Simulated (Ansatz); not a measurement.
Relaxation of CH$_{7}$GeNO (11 atoms, charge 0, multiplicity 1), to a largest force component of 0.015 eV/Å in at most 40 steps.

These are results of RKS PBE0-D4/def2-SVP (Ansatz 0.2.0), not measurements.

```xyz
11
Properties=species:S:1:pos:R:3:forces:R:3
N -1.115 1.034 0.194 -1.87 3.70 -0.25
C -0.059 0.194 0.528 1.79 0.30 0.53
O -0.525 -0.751 1.448 3.01 -1.41 1.43
Ge 0.649 -0.704 -1.083 1.20 0.86 0.23
H -0.794 1.823 -0.464 -0.61 -1.73 1.16
H -1.479 1.573 1.056 0.76 -1.20 -1.49
H 0.808 0.801 0.959 -0.28 -0.68 0.09
H 0.362 -1.181 1.805 -3.01 1.14 -0.90
H -0.113 -0.210 -2.284 -0.24 0.01 -0.61
H 2.176 -0.239 -1.181 -0.68 -0.33 -0.13
H 0.605 -2.191 -0.875 -0.06 -0.65 -0.05
```

**Question.** Where does it end, and by what steps?

**Answer.** The forces met the threshold. After 23 steps the energy has fallen by 0.564 eV; H11 moved furthest, 1.04 Å.

| step | energy less start (eV) | largest force component (eV/Å) | accepted |
| --- | --- | --- | --- |
| 0 | 0.0000 | 3.701 | yes |
| 1 | -0.4334 | 1.348 | yes |
| 2 | -0.4787 | 0.282 | yes |
| 3 | -0.4682 | 0.539 | no |
| 4 | -0.4854 | 0.047 | yes |
| 5 | -0.4862 | 0.033 | yes |
| 6 | -0.4871 | 0.051 | yes |
| 7 | -0.4876 | 0.016 | yes |
| 8 | -0.4882 | 0.040 | yes |
| 9 | -0.4826 | 0.382 | no |
| 10 | -0.4864 | 0.142 | no |
| 11 | -0.4896 | 0.027 | yes |
| 12 | -0.4943 | 0.054 | yes |
| 13 | -0.5018 | 0.209 | yes |
| 14 | -0.5073 | 0.357 | yes |
| 15 | -0.5238 | 0.268 | yes |
| 16 | -0.5441 | 0.214 | yes |
| 17 | -0.5564 | 0.268 | yes |
| 18 | -0.5371 | 0.745 | no |
| 19 | -0.5621 | 0.058 | yes |
| 20 | -0.5633 | 0.031 | yes |
| 21 | -0.5641 | 0.019 | yes |
| 22 | -0.5641 | 0.024 | yes |
| 23 | -0.5643 | 0.012 | yes |

```xyz
11
Properties=species:S:1:pos:R:3
N -1.312 0.769 0.274
C 0.016 0.292 0.526
O -0.083 -0.637 1.583
Ge 0.695 -0.635 -1.098
H -1.332 1.412 -0.514
H -1.673 1.261 1.091
H 0.740 1.092 0.816
H 0.795 -0.751 1.961
H 0.751 0.315 -2.316
H 2.126 -1.134 -0.801
H -0.206 -1.836 -1.417
```

The run took 47 s on 2 threads of Intel(R) Xeon(R) 6975P-C (Granite Rapids), on a shared host, peak memory 0.28 GiB.
